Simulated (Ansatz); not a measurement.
`[SiH3][NH][AlH][SiH2]Cl` + HCl → `[SiH3][NH][AlH][Cl]` + `[SiH3]Cl` at 400 K and 1 bar (cleavage of the Al–Si bond).

Isolated molecules relaxed with PBE0-D4/def2-TZVP in Ansatz; ΔE leaves out vibrations. CBS: MP2 limit from def2 TZ/QZ plus the TZ coupled-cluster correction, frozen cores. This one scheme is used for every species. One conformer a species, not always the lowest.

| species | CCSD(T)/CBS energy (Eh) | H − E (kJ/mol) | S (J/(mol·K)) |
| --- | --- | --- | --- |
| `[SiH3][NH][AlH][SiH2]Cl` | -1338.96095 | 219.9 | 456.5 |
| HCl | -460.38127 | 29.6 | 195.4 |
| `[SiH3][NH][AlH][Cl]` | -1048.70845 | 163.4 | 385.6 |
| `[SiH3]Cl` | -750.69636 | 85.8 | 267.3 |

H − E and S are ideal-gas, rigid-rotor, harmonic terms from PBE0-D4/def2-TZVP, for one conformer and one mirror image of each species. 1 Eh = 2625.50 kJ/mol, R = 8.31446 J/(mol·K).

**Question.** By hand: ΔE, ΔH, ΔS and ΔG.

**Answer.** ΔE = (-1048.70845) + (-750.69636) − (-1338.96095) − (-460.38127) = -0.06259 Eh = -164.3 kJ/mol. Δ(H − E) = 163.4 + 85.8 − 219.9 − 29.6 = -0.3, so ΔH = -164.6 kJ/mol. ΔS = 385.6 + 267.3 − 456.5 − 195.4 = 1.0 J/(mol·K). ΔG = -164.6 − 400 × (1.0)/1000 = -165.0 kJ/mol.

**Question.** By hand: the equilibrium constant, and the temperature at which ΔG would vanish if ΔH and ΔS stayed fixed.

**Answer.** log₁₀ K = −ΔG/(RT ln 10) = 21.5. ΔH and −TΔS have one sign here, so there is no such temperature.

The number of gas molecules stays the same, so ΔS is small and ΔH decides. A doubt of 5 kJ/mol in ΔE shifts log₁₀ K by 0.7 here. Other conformers and mirror images would add mixing entropy, several J/(mol·K) or more a flexible species. Modes under 60 cm⁻¹, often nearly free rotors, make the harmonic entropy too high. These are equilibria of isolated gas molecules and say nothing of rates. Largest T1 diagnostic: 0.012 (customary marks: 0.02 for closed shells, 0.045 for open ones).

ΔS is within the doubt of such terms, so its sign, and with it that verdict, could turn.
